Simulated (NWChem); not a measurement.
System: C₂H₃F₃Si; SMILES FC(F)=C(F)[SiH3]

Parts of the log:

```
             Northwest Computational Chemistry Package (NWChem) 7.3.0
             --------------------------------------------------------

                             Geometry "geometry" -> ""
                             -------------------------

 Output coordinates in angstroms (scale by  1.889725989 to convert to a.u.)

  No.       Tag          Charge          X              Y              Z
 ---- ---------------- ---------- -------------- -------------- --------------
    1 F                    9.0000    -1.50834800     1.11545700     0.00000000
    2 C                    6.0000    -0.18275500     1.02065100     0.00000000
    3 F                    9.0000     0.39446800     2.20702300     0.00000000
    4 C                    6.0000     0.44361600    -0.15687700     0.00000000
    5 F                    9.0000     1.80630200    -0.12626400     0.00000000
    6 Si                  14.0000    -0.39835400    -1.84108100     0.00000000
    7 H                    1.0000     0.68348300    -2.85422300     0.00000000
    8 H                    1.0000    -1.25176200    -2.00233800     1.20497600
    9 H                    1.0000    -1.25176200    -2.00233800    -1.20497600

 Effective nuclear repulsion energy (a.u.)     295.5525843535

                                 NWChem DFT Module
                                 -----------------

 Summary of "ao basis" -> "ao basis" (spherical)
 ------------------------------------------------------------------------------
       Tag                 Description            Shells   Functions and Types
 ---------------- ------------------------------  ------  ---------------------
 F                           6-31g*                  6       14   3s2p1d
 C                           6-31g*                  6       14   3s2p1d
 Si                          6-31g*                  8       18   4s3p1d
 H                           6-31g*                  2        2   2s

 in cosmo_initialize ...
 calling solv_data for solv:toluene

 solvent parameters
 solvname_short: toluene
 solvname_long:  toluene
 dielec:        2.3741
 dielecinf:     2.2383
 nonaqueous SMD model solvent descriptors
 dielec:        2.3741
 sola:          0.0000
 solb:          0.1400
 solc:          0.8570
 solg:         40.2000
 solh:          0.0000
 soln:          1.4961

          ---------------
          -cosmo- solvent
          ---------------
 Cosmo: York-Karplus, doi: 10.1021/jp992097l
 dielectric constant -eps-     =   2.37
 screen = (eps-1)/(eps    )    =   0.57879
 surface charge correction     = lagrangian

   van der Waals surface
 --------------------------

 ---------- ATOMIC COORDINATES (A.U.) ------------ VDWR(ANG.) --
     1   -2.85036442    2.10790808    0.00000000     1.730
     2   -0.34535687    1.92875072    0.00000000     1.850
     3    0.74543643    4.17066872    0.00000000     1.730
     4    0.83831268   -0.29645454    0.00000000     1.850
     5    3.41341583   -0.23860436    0.00000000     1.730
     6   -0.75277991   -3.47913861    0.00000000     2.470
     7    1.29159559   -5.39369938    0.00000000     1.200
     8   -2.36548718   -3.78387016    2.27707446     1.200
     9   -2.36548718   -3.78387016   -2.27707446     1.200
 number of segments per atom =        128
 number of   points per atom =        128
 atom (   nspa,  nppa )
 ----------------------
    1 (     76,     0 )       0
    2 (     30,     0 )       0
    3 (     84,     0 )       0
    4 (     22,     0 )       0
    5 (     80,     0 )       0
    6 (     90,     0 )       0
    7 (     30,     0 )       0
    8 (     32,     0 )       0
    9 (     32,     0 )       0
 number of -cosmo- surface points =      476
 molecular surface =    135.495 angstrom**2
 molecular volume  =    118.536 angstrom**3
 -lineq- algorithm             =   0
 -bem- low  level              =   3
 -bem- from -octahedral-
 gaussian surface charge width =   4.50000
 degree of switching           =   1.00000
 switching function tolerance  =   0.00010
 atomic radii =
 --------------
    1  9.000  1.730
    2  6.000  1.850
    3  9.000  1.730
    4  6.000  1.850
    5  9.000  1.730
    6 14.000  2.470
    7  1.000  1.200
    8  1.000  1.200
    9  1.000  1.200
 ...... end of -cosmo- initialization ......

 nat:                     9
 ixmem:                  4523
 calling mnsol_interface()
 G(SMD-CDS) energy (kcal/mol)  =     1.161
 SMD-CDS SASA (angstrom**2)    =   150.335

            General Information
            -------------------
          SCF calculation type: DFT
          Wavefunction type:  closed shell.
          No. of atoms     :     9
          No. of electrons :    56
           Alpha electrons :    28
            Beta electrons :    28
          Charge           :     0
          Spin multiplicity:     1
          Use of symmetry is: off; symmetry adaption is: off
          Maximum number of iterations: 150
          AO basis - number of functions:    94
                     number of shells:    44
          Convergence on energy requested:  1.00D-06
          Convergence on density requested:  1.00D-05
          Convergence on gradient requested:  5.00D-04

              XC Information
              --------------
                         B3LYP Method XC Potential
                     Hartree-Fock (Exact) Exchange  0.200
                        Slater Exchange Functional  0.800 local
                    Becke 1988 Exchange Functional  0.720 non-local
              Lee-Yang-Parr Correlation Functional  0.810
                  VWN I RPA Correlation Functional  0.190 local

             Grid Information
             ----------------
          Grid used for XC integration:  medium
          Radial quadrature: Mura-Knowles
          Angular quadrature: Lebedev.
          Tag              B.-S. Rad. Rad. Pts. Rad. Cut. Ang. Pts.
          ---              ---------- --------- --------- ---------
          F                   0.50       49          12.0       434
          C                   0.70       49          10.0       434
          Si                  1.10       88           8.0       590
          H                   0.35       45          10.0       434
          Grid pruning is: on
          Number of quadrature shells:   468
          Spatial weights used:  Erf1

      Superposition of Atomic Density Guess
      -------------------------------------

 Sum of atomic energies:        -663.74950950

      Non-variational initial energy
      ------------------------------

 Total energy =    -665.678275
 1-e energy   =   -1509.819860
 2-e energy   =     548.589000
 HOMO         =      -0.216320
 LUMO         =       0.078234

   convergence    iter        energy       DeltaE   RMS-Dens  Diis-err
 ---------------- ----- ----------------- --------- --------- ---------
     COSMO gas phase
 d= 0,ls=0.0,diis     1   -666.8209592718 -9.62D+02  1.70D-02  1.26D+00
 d= 0,ls=0.0,diis     2   -666.6994390161  1.22D-01  1.01D-02  2.78D+00
 d= 0,ls=0.0,diis     3   -666.9598468580 -2.60D-01  2.15D-03  6.49D-02
 d= 0,ls=0.0,diis     4   -666.9642013180 -4.35D-03  1.04D-03  1.47D-02
 d= 0,ls=0.0,diis     5   -666.9654737447 -1.27D-03  3.47D-04  2.48D-03
  Resetting Diis
 d= 0,ls=0.0,diis     6   -666.9657095291 -2.36D-04  7.33D-05  6.50D-05
 d= 0,ls=0.0,diis     7   -666.9657171617 -7.63D-06  4.48D-05  9.35D-06
 d= 0,ls=0.0,diis     8   -666.9657155077  1.65D-06  2.82D-05  2.52D-05
 d= 0,ls=0.0,diis     9   -666.9657181550 -2.65D-06  3.65D-06  2.00D-07
 d= 0,ls=0.0,diis    10   -666.9657181740 -1.91D-08  1.05D-06  1.66D-08

   convergence    iter        energy       DeltaE   RMS-Dens  Diis-err
 ---------------- ----- ----------------- --------- --------- ---------
     COSMO solvation phase
 d= 0,ls=0.0,diis     1   -666.9649120523  8.06D-04  3.53D-04  2.24D-04
 d= 0,ls=0.0,diis     2   -666.9649382731 -2.62D-05  1.15D-04  2.31D-04
 d= 0,ls=0.0,diis     3   -666.9649575374 -1.93D-05  2.59D-05  2.41D-05
 d= 0,ls=0.0,diis     4   -666.9649595499 -2.01D-06  7.62D-06  4.01D-07
 d= 0,ls=0.0,diis     5   -666.9649595734 -2.35D-08  3.46D-06  2.28D-07

         Total DFT energy =     -666.964959573414
      One electron energy =    -1511.343019726252
           Coulomb energy =      613.211067998758
    Exchange-Corr. energy =      -64.328227281261
 Nuclear repulsion energy =      295.552584353477

             COSMO energy =       -0.057364918136

 Numeric. integr. density =       56.000006895880

                                COSMO-SMD solvation results
                                ---------------------------

             internal energy in gas <Psi(g)|H|Psi(g)> =      -666.965718174048
         internal energy in solvent <Psi(s)|H|Psi(s)> =      -666.965667361113
                               delta internal energy  =         0.000050812935 (    0.03 kcal/mol)
   total free energy in solvent <Psi(s)|H+V/2|Psi(s)> =      -666.966810483823
 polarization energy contribution <Psi(s)|V/2|Psi(s)> =        -0.001143122710 (   -0.72 kcal/mol)
    total free energy in solvent including G(SMD-CDS) =      -666.964959573414
                       G(SMD-CDS) energy contribution =         0.001850910409 (    1.16 kcal/mol)
     1 M fixed-concentration free energy of solvation =         0.000758600634 (    0.48 kcal/mol)

                       DFT Final Molecular Orbital Analysis
                       ------------------------------------

 Vector   26  Occ=2.000000D+00  E=-3.608948D-01
              MO Center=  5.4D-02, -2.2D+00,  3.6D-08, r^2= 2.3D+00
   Bfn.  Coefficient  Atom+Function         Bfn.  Coefficient  Atom+Function
  ----- ------------  ---------------      ----- ------------  ---------------
    77      0.325675  6 Si px                90      0.313570  7 H  s
    89      0.294547  7 H  s                 78     -0.254431  6 Si py
    73     -0.134966  6 Si px                92     -0.121841  8 H  s
    94     -0.121841  9 H  s                 91     -0.111786  8 H  s
    93     -0.111786  9 H  s                 46      0.107353  4 C  py

 Vector   27  Occ=2.000000D+00  E=-3.492077D-01
              MO Center=  4.9D-01, -6.4D-01, -5.6D-09, r^2= 2.9D+00
   Bfn.  Coefficient  Atom+Function         Bfn.  Coefficient  Atom+Function
  ----- ------------  ---------------      ----- ------------  ---------------
    60      0.421778  5 F  py                46     -0.312959  4 C  py
    64      0.295192  5 F  py                78      0.253080  6 Si py
    77      0.237338  6 Si px                48      0.228174  4 C  s
    20     -0.208844  2 C  s                 18      0.132969  2 C  py
    92     -0.119715  8 H  s                 94     -0.119715  9 H  s

 Vector   28  Occ=2.000000D+00  E=-2.533979D-01
              MO Center=  2.0D-01,  3.5D-01, -3.9D-11, r^2= 2.4D+00
   Bfn.  Coefficient  Atom+Function         Bfn.  Coefficient  Atom+Function
  ----- ------------  ---------------      ----- ------------  ---------------
    47      0.392115  4 C  pz                19      0.375512  2 C  pz
    61     -0.275748  5 F  pz                51      0.271953  4 C  pz
    65     -0.225793  5 F  pz                 5     -0.216676  1 F  pz
    33     -0.214986  3 F  pz                23      0.183408  2 C  pz
    37     -0.171037  3 F  pz                 9     -0.169797  1 F  pz

 Vector   29  Occ=0.000000D+00  E=-5.379600D-03
              MO Center= -2.0D-02, -9.3D-02, -1.4D-08, r^2= 3.4D+00
   Bfn.  Coefficient  Atom+Function         Bfn.  Coefficient  Atom+Function
  ----- ------------  ---------------      ----- ------------  ---------------
    83     -0.531278  6 Si pz                19      0.491369  2 C  pz
    92      0.458957  8 H  s                 94     -0.458957  9 H  s
    23      0.441958  2 C  pz                51     -0.330278  4 C  pz
    47     -0.316651  4 C  pz                79     -0.220496  6 Si pz
    33     -0.177933  3 F  pz                 5     -0.162056  1 F  pz

 Vector   30  Occ=0.000000D+00  E= 2.468385D-02
              MO Center=  4.7D-02, -1.1D+00, -2.7D-09, r^2= 4.6D+00
   Bfn.  Coefficient  Atom+Function         Bfn.  Coefficient  Atom+Function
  ----- ------------  ---------------      ----- ------------  ---------------
    81      0.891448  6 Si px                90     -0.493445  7 H  s
    82      0.414644  6 Si py                92      0.407961  8 H  s
    94      0.407961  9 H  s                 62     -0.309107  5 F  s
    49      0.303036  4 C  px                48     -0.289581  4 C  s
    77      0.284589  6 Si px                45      0.243240  4 C  px

 Vector   31  Occ=0.000000D+00  E= 3.204862D-02
              MO Center= -6.1D-01, -1.7D+00, -7.9D-10, r^2= 4.1D+00
   Bfn.  Coefficient  Atom+Function         Bfn.  Coefficient  Atom+Function
  ----- ------------  ---------------      ----- ------------  ---------------
    82      1.174027  6 Si py                48     -0.814062  4 C  s
    90      0.729484  7 H  s                 50      0.320184  4 C  py
    78      0.312630  6 Si py                 6     -0.182320  1 F  s
    63     -0.170748  5 F  px                59     -0.154398  5 F  px
    62      0.154186  5 F  s                 84     -0.135924  6 Si d -2

     Multipole analysis of the density
     ---------------------------------

     L   x y z        total         alpha         beta         nuclear
     -   - - -        -----         -----         ----         -------
     0   0 0 0     -0.000000    -28.000000    -28.000000     56.000000

     1   1 0 0     -0.334884     -0.545356     -0.545356      0.755828
     1   0 1 0     -0.310906     -1.397527     -1.397527      2.484149
     1   0 0 1      0.000000      0.000000      0.000000      0.000000

     2   2 0 0    -31.818141   -120.264043   -120.264043    208.709946
     2   1 1 0      0.281894     -4.203731     -4.203731      8.689357
     2   1 0 1      0.000000      0.000000      0.000000      0.000000
     2   0 2 0    -29.265456   -238.177217   -238.177217    447.088979
     2   0 1 1     -0.000000     -0.000000     -0.000000      0.000000
     2   0 0 2    -29.283360    -19.826748    -19.826748     10.370136
```

Level: B3LYP/6-31G* (spherical d), SMD on the gas-phase geometry. Geometry: optimised at B3LYP/6-31G* (spherical d). B3LYP is NWChem's, with the RPA form of VWN correlation. Solvent: toluene.

Problem. Write an input that gives this output.

Solution. One answer among several that fit: the input that was run:
```
start job
memory heap 200 mb stack 900 mb global 1100 mb
geometry units angstroms noautosym nocenter noautoz
  F     -1.508348     1.115457     0.000000
  C     -0.182755     1.020651     0.000000
  F      0.394468     2.207023     0.000000
  C      0.443616    -0.156877     0.000000
  F      1.806302    -0.126264     0.000000
  Si    -0.398354    -1.841081     0.000000
  H      0.683483    -2.854223     0.000000
  H     -1.251762    -2.002338     1.204976
  H     -1.251762    -2.002338    -1.204976
end
basis spherical
  * library 6-31g*
end
dft
  xc b3lyp
  iterations 150
end
cosmo
  do_cosmo_smd true
  solvent toluene
end
task dft energy
```
